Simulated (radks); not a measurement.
Neutral terbium inside a hard spherical wall (all orbitals vanish at R), configuration held at [Xe] 4f9 6s2 and not refilled when levels cross. All-electron calculation, scalar-relativistic Kohn-Sham, r2SCAN, spin-polarised, spherical densities, finite nucleus; open shells are filled with parallel spins first (spin-orbit coupling, left out, can overturn this in heavy ions); meta-GGA in the generalised Kohn-Sham scheme; Fermi nuclear charge, rms radius 5.06 fm. Program: a radial shooting solver on a logarithmic mesh with Libxc functionals. Eigenvalues in eV for spin up, with the zero of energy where the potential of the charges vanishes at infinity; a dash marks a level that is unbound or too diffuse for the functional's potential to be trusted. A positive occupied level is held by the wall or, in an anion where self-interaction has pushed it up, behind a barrier. The pressure on the wall is -dE/dV.

| R (bohr) | E (hartree) | kinetic (hartree) | e(5s) | e(5p) | e(4f) | e(6s) | e(5d, empty) | e(6p, empty) | pressure (GPa) |
|---|---|---|---|---|---|---|---|---|---|
| 20 | -11709.4290 | 12601.616 | -50.159 | -26.613 | -4.903 | -3.897 | -1.372 | -1.087 | < 0.0001 |
| 15 | -11709.4290 | 12601.616 | -50.154 | -26.609 | -4.899 | -3.895 | -1.369 | -1.082 | 0.000205 |
| 10 | -11709.4261 | 12601.641 | -49.968 | -26.425 | -4.713 | -3.757 | -1.204 | -0.788 | 0.0642 |
| 8 | -11709.4101 | 12601.740 | -49.399 | -25.866 | -4.152 | -3.267 | -0.686 | 0.121 | 0.641 |
| 3.5 | -11707.7079 | 12608.171 | -38.693 | -15.609 | 7.639 | 21.455 | 12.792 | 34.979 | 442 |
| 3 | -11705.8947 | 12614.879 | -32.445 | -9.032 | 15.262 | 42.169 | 22.235 | 60.467 | 1430 |
| 2 | -11687.6669 | 12674.905 | 10.779 | 41.433 | 61.035 | 194.37 | 90.197 | 230.76 | 27300 |
